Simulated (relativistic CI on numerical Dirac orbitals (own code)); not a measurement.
## W65+: sensitivity of the levels to the model

Base calculation: Dirac-Coulomb-Breit CI, KLI orbitals optimised for each configuration, a model potential for QED, unscaled Slater integrals.

Configurations in the expansion (outside the closed core 1s2): 2s²2p⁵, 2s2p⁶, 2p⁶3s, 2s²2p⁴3s, 2p⁶3p, 2p⁶3d, 2s²2p⁴3p, 2s²2p⁴3d, 2s2p⁵3s, 2s2p⁵3p, 2s2p⁵3d, 2s²2p⁴4s, 2s²2p⁴4p, 2s²2p⁴4d, 2s²2p⁴4f, 2s²2p³3s², 2s2p⁵4s, 2s²2p³3s3p, 2s2p⁵4p, 2s²2p⁴5s, 2s²2p⁴5p, 2s²2p³3s3d, 2s2p⁵4d, 2s²2p³3p², 2s²2p⁴5d, 2s²2p⁴5f, 2s2p⁵4f, 2s²2p⁴5g, 2s²2p³3p3d, 2s2p⁴3s², 2s²2p³3d², 2s2p⁴3s3p, 2s2p⁴3s3d, 2s2p⁴3p², 2s2p⁵5s, 2s2p⁴3p3d. Levels of other configurations are missing.

The lowest level and the first level of each name with at least 55 % of one term (blank where a level has no safe partner in the second run):

```tsv
Level	Base (eV)	Shift (eV)
2s²2p⁵ ²P°3/2	0.0	0.0
2s²2p⁵ ²P°1/2	1390.1	-0.3
2s2p⁶ ²S1/2	1870.1	+0.3
2s²2p⁴3s ⁴P5/2	8451.1	+0.1
2s²2p⁴3s ²P3/2	8462.2	+0.1
2s²2p⁴3s ²S1/2	8516.6	+2.2
2s²2p⁴3p ²P°1/2	8649.8	+1.9
2s²2p⁴3p ⁴D°7/2	8977.9	-0.4
2s²2p⁴3d ²D3/2	9188.9	+1.3
2s²2p⁴3d ⁴F9/2	9216.7	-1.2
2s²2p⁴3d ²P1/2	9230.9	-1.2
2s²2p⁴3s ⁴P3/2	9848.0	+0.3
2s²2p⁴3s ²P1/2	9857.8	+0.3
2s²2p⁴3s ²D5/2	9868.3	+0.1
2s²2p⁴3s ²D3/2	9874.6	+0.4
2s2p⁵3s ⁴P°5/2	10256.6	+2.7
2s2p⁵3s ²P°3/2	10284.9	+1.3
2s2p⁵3s ²P°1/2	10345.2	+8.3
2s²2p⁴3p ²F°7/2	10391.6	-0.4
2s2p⁵3p ²D3/2	10486.3	+0.3
2s²2p⁴3d ⁴D1/2	10514.6	-0.9
2s²2p⁴3d ⁴F5/2	10532.2	-1.5
```

At this charge energies of transitions that change n are usually good to better than 1 %, and those within a shell (Δn = 0) to a few per cent.

(1) One thing was changed in a second run, which moved the levels as shown. Which?
A. P86 correlation estimate
B. QED terms removed
C. configuration mixing switched off
D. Breit term removed

Answers

(1) C. Configuration mixing switched off. Without mixing, levels that were pushed by configurations of the same parity and J return to their single-configuration places.

LS names give the leading component of a level, which can be under half, so a name can repeat, a term be missing and a line seem to break the LS rules.
